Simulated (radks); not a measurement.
The numbers below are computed, except where a source is named.
Valence configurations of the tellurium ion Te+ (all share [Kr]). Code: a radial shooting solver on a logarithmic mesh with Libxc functionals. Model: Dirac Kohn-Sham, PBEsol, spin-unpolarised, spherical densities, finite nucleus; open shells fill j = l - 1/2 first; Fermi nuclear charge, rms radius 4.7423 fm. Energies are relative to 4d10 5s2 5p3; eigenvalues in eV.

valence           E (eV)  e(4d3/2)  e(4d5/2)  e(5p1/2)  e(5p3/2)  e(5s1/2)
4d10 5s2 5p3       0.000   -51.183   -49.711   -14.217   -13.283   -23.313
4d10 5s1 5p4      10.124   -52.641   -51.164   -14.907   -13.938   -24.155
4d9 5s2 5p4       38.988   -57.833   -56.296   -15.817   -14.743   -25.559
4d10 5s1.5 5p3.5   5.039   -51.919   -50.445   -14.567   -13.616   -23.740
4d10 5p5          20.431   -54.045   -52.564   -15.558   -14.555         -
4d10 5s0.5 5p4.5  15.255   -53.349   -51.870   -15.237   -14.251   -24.558
4d9 5s0.5 5p5.5   55.405   -59.871   -58.328   -16.766   -15.641   -26.712
4d8 5s2 5p5       83.118   -64.456   -62.854   -17.355   -16.140   -27.704
4d9 5s1.5 5p4.5   44.417   -58.523   -56.984   -16.141   -15.050   -25.952

NIST lists [Kr] 4d10 5s2 5p3 as the ground configuration; this level of theory agrees among the configurations tried. The energies are those of spherical spin-averaged densities, not of single terms.
